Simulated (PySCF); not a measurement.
# Te⁺ (tellurium, charge +1) across methods

[Kr] 4d10 5s2 5p3, high-spin 4S determinant. Computed with PySCF 2.14 in aug-cc-pVQZ-PP with ECP28MDF, with scalar relativity through the core potential. The B2PLYP total includes its PT2 part (frozen core); its orbital energies are those of the SCF part.

```csv
method,E (hartree),mean ε 5s α (eV),mean ε 5s β (eV),mean ε 5p α (eV),Σ⟨r²⟩ (bohr²),⟨S²⟩
LC-wPBE,-267.6973,-30.018,-25.926,-18.533,46.73,3.752
PBE0,-267.6750,-26.431,-23.096,-15.796,46.87,3.751
r2SCANh,-267.7584,-25.924,-22.491,-15.445,46.73,3.751
UHF,-266.72273,-31.755,-24.582,-18.836,47.37,3.752
r2SCAN0,-267.7438,-27.028,-23.082,-16.115,46.74,3.751
B2PLYP,-267.3950,-28.305,-23.906,-16.760,47.09,3.751
PBE,-267.6536,-24.342,-22.145,-14.532,46.94,3.751
r2SCAN,-267.7682,-25.187,-22.095,-14.998,46.72,3.751
```

(1) Estimate the same row for LDA.

Energies and moments cover only the electrons outside the core potential.

## Answers

(1) E (hartree) = -267.2562; mean ε 5s α (eV) = -24.525; mean ε 5s β (eV) = -22.651; mean ε 5p α (eV) = -14.596; Σ⟨r²⟩ (bohr²) = 46.92; ⟨S²⟩ = 3.751.
